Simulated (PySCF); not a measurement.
H₅MgNSi (SMILES [NH2][Mg][SiH3]), singlet, geometry from GFN2-xTB (such geometries of metal compounds can be far from the true shape), atoms displaced at random by about 0.03 Å a coordinate.

PySCF was given this input:
```python
from pyscf import gto, scf, dft

mol = gto.M(
    atom='''
Mg    0.327176    0.738144   -0.126869
N    -0.409492    1.757108   -1.479442
H    -0.485825    2.714873   -1.702284
H    -0.757706    1.388906   -2.394171
Si    0.047349   -1.445254    0.921777
H     0.134680   -2.528384   -0.129140
H    -1.302072   -1.626394    1.580387
H     0.991475   -1.915369    1.962940
''',
    basis='sto-3g',
    charge=0,
    spin=0,
    verbose=4,
)

mf = dft.RKS(mol)
mf.xc = 'r2scan'
mf.kernel()
g = mf.nuc_grad_method()
grad = g.kernel()
```

Problem. What does this run give for the HOMO energy, nuclear repulsion energy, dipole moment, Mulliken (on the basis functions themselves) charges in atom order, total energy?

Solution. 
```yaml
HOMO energy: -0.20 eV
nuclear_repulsion_energy: 113.1261 Eh
dipole_moment: 3.59 D
Mulliken (on the basis functions themselves) charges in atom order: Mg1 0.80, N2 -0.68, H3 0.12, H4 0.10, Si5 0.14, H6 -0.16, H7 -0.16, H8 -0.16
total_energy: -540.6297 Eh
```
